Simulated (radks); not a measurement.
The numbers below are computed, except where a source is named.
All-electron atom: Xe7+ in [Ar] 3d10 4s2 4p5 4d10 5s1 5p1 (not the ground configuration).

Level of theory: scalar-relativistic Kohn-Sham, PBE, spin-unpolarised, spherical densities, finite nucleus; Fermi nuclear charge, rms radius 4.7859 fm (a radial shooting solver on a logarithmic mesh with Libxc functionals).

Energy parts (hartree):
part                        energy
total                  -7429.66695
kinetic                 7813.30819
electron-nucleus      -17800.95623
Hartree                 2740.86533
exchange-correlation    -182.88424

Orbitals (lengths in bohr, moments of r in powers of bohr; r(max) is where P^2 peaks; r(90%) holds 90 % of the orbital's charge):
orbital  occ.  eigenvalue (hartree)  r(90%)   <1/r>   r(max)
1s          2             -1267.202  0.0480   58.11  0.01716
2s          2             -200.5905   0.177   13.33  0.09696
2p          6             -180.4167   0.163   12.73  0.07779
3s          2             -44.16152   0.450   4.795   0.2789
3p          6             -37.64282   0.456   4.556   0.2728
3d         10             -27.97647   0.440   4.315   0.2258
4s          2             -11.03976    1.02   1.971   0.6583
4p          5              -8.94969    1.10   1.818   0.6890
4d         10              -5.87840    1.26   1.568   0.7370
5s          1              -3.80746    2.21  0.8491    1.476
5p          1              -3.19975    2.45  0.7648    1.620

The highest occupied level is 5p at -87.070 eV. The electron density at the nucleus is 2.807e+05 e/bohr^3 (large components only).
